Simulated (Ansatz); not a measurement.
`NC(=O)[SiH3]` + `[OH][In]([F])[SH]` → `[F][In]([SH])[O][SiH3]` + `NC=O`  (ligand exchange at the Si–C bond)

Calculated with Ansatz (gas phase, PBE0-D4/def2-TZVP geometries, no zero-point term in ΔE). CCSD(T)/CBS adds triple-zeta CCSD(T) − MP2 to the extrapolated MP2 energy (def2 sets, frozen cores). This one scheme is used for every species. DFT in def2-TZVPP. B3LYP here is the variant with VWN-RPA as its local correlation; programs differ in this. def2 core potentials past Kr. For In outer-core shells are correlated without core-valence functions, which leaves a few kJ/mol of doubt a bond. Each species was taken in one conformer, which may not be the lowest.

```tsv
level	ΔE (eV)
PBE-D4	-0.98
B3LYP	-1.19
```

(1) What does CCSD(T)/CBS give? (An estimate is asked.)

Largest T1 diagnostic among the species: 0.016.

Results:

(1) The calculation gave: -1.22 eV. The listed levels differ from it by 0.24, 0.03 eV.

From PBE to PBE0 (25 % exact exchange), in def2-TZVPP and without D4, ΔE moves by −0.13 eV. In def2-TZVPP, CCSD(T) changes the Hartree–Fock value by +0.28 eV (the triples alone add +0.05 eV) and MP2 by +0.25 eV.
